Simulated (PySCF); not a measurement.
**Optical rotation: SMILES C1/C=C(\Br)CCCCC1, C₈H₁₃Br**

Molfile (atoms numbered from 1):
```
C8H13Br
     RDKit          3D

 22 22  0  0  0  0  0  0  0  0999 V2000
    0.5753    1.3592   -1.7977 Br  0  0  0  0  0  0  0  0  0  0  0  0
    0.5556    0.8033    0.0271 C   0  0  0  0  0  0  0  0  0  0  0  0
    1.5246    0.0352    0.5356 C   0  0  0  0  0  0  0  0  0  0  0  0
    2.3970   -0.8830   -0.2367 C   0  0  0  0  0  0  0  0  0  0  0  0
    1.6221   -2.2222   -0.2856 C   0  0  0  0  0  0  0  0  0  0  0  0
    0.1381   -2.1226   -0.6832 C   0  0  0  0  0  0  0  0  0  0  0  0
   -0.8888   -1.6906    0.4000 C   0  0  0  0  0  0  0  0  0  0  0  0
   -1.5945   -0.3330    0.2431 C   0  0  0  0  0  0  0  0  0  0  0  0
   -0.7773    0.9007    0.6851 C   0  0  0  0  0  0  0  0  0  0  0  0
    1.4015   -0.2043    1.5999 H   0  0  0  0  0  0  0  0  0  0  0  0
    3.3841   -1.0386    0.2261 H   0  0  0  0  0  0  0  0  0  0  0  0
    2.5573   -0.5008   -1.2561 H   0  0  0  0  0  0  0  0  0  0  0  0
    1.6930   -2.7135    0.7015 H   0  0  0  0  0  0  0  0  0  0  0  0
    2.1380   -2.8948   -0.9915 H   0  0  0  0  0  0  0  0  0  0  0  0
   -0.1557   -3.1240   -1.0368 H   0  0  0  0  0  0  0  0  0  0  0  0
    0.0438   -1.4692   -1.5666 H   0  0  0  0  0  0  0  0  0  0  0  0
   -0.4216   -1.7446    1.3994 H   0  0  0  0  0  0  0  0  0  0  0  0
   -1.6864   -2.4508    0.4243 H   0  0  0  0  0  0  0  0  0  0  0  0
   -1.8896   -0.2002   -0.8119 H   0  0  0  0  0  0  0  0  0  0  0  0
   -2.5338   -0.3475    0.8209 H   0  0  0  0  0  0  0  0  0  0  0  0
   -0.6286    0.8693    1.7779 H   0  0  0  0  0  0  0  0  0  0  0  0
   -1.3161    1.8293    0.4441 H   0  0  0  0  0  0  0  0  0  0  0  0
  1  2  1  0
  2  3  2  0
  3  4  1  0
  4  5  1  0
  5  6  1  0
  6  7  1  0
  7  8  1  0
  8  9  1  0
  9  2  1  0
  3 10  1  0
  4 11  1  0
  4 12  1  0
  5 13  1  0
  5 14  1  0
  6 15  1  0
  6 16  1  0
  7 17  1  0
  7 18  1  0
  8 19  1  0
  8 20  1  0
  9 21  1  0
  9 22  1  0
M  END
```

Method used: TDDFT CAM-B3LYP/def2-SVPD circular dichroism and optical rotation, one conformer, gas phase (PySCF). Geometry: PBE0-D3(BJ)/def2-SVP.

The calculation is non-relativistic, which matters for the atoms heavier than Zn. No stereocentre is labelled: unless the shape is locked (an allene, a helicene, a hindered biaryl), the mirror image is equally populated and a measured rotation or CD is zero.

What is the specific rotation at 633, 589.3, 546, 436, 405, 365, 355 nm?

[α] in deg dm⁻¹ (g/mL)⁻¹:
| λ (nm) | origin-invariant length gauge | modified velocity gauge | length gauge (centre of mass) | isotropic polarisability (au) |
| --- | --- | --- | --- | --- |
| 633 | +102.9 | +117.3 | +102.0 | 115.1 |
| 589.3 | +123.2 | +140.0 | +122.1 | 115.6 |
| 546 | +150.3 | +170.2 | +149.1 | 116.2 |
| 436 | +287.1 | +320.0 | +285.2 | 118.6 |
| 405 | +365.0 | +404.1 | +362.9 | 119.7 |
| 365 | +530.5 | +580.9 | +528.0 | 121.7 |
| 355 | +591.4 | +645.6 | +588.8 | 122.4 |

And for the mirror image at 589.3 nm?

-123.2 deg dm⁻¹ (g/mL)⁻¹ (origin-invariant length gauge): the same size and the opposite sign.

What is the molar rotation [Φ] = [α]·M/100 of the geometry above at 589.3 nm?

With M = 189.10 g/mol, +232.9 deg cm² dmol⁻¹ (origin-invariant length gauge).

The first excitation lies at 5.40 eV (230 nm) with R = +13.4 × 10⁻⁴⁰ esu² cm² (velocity form).
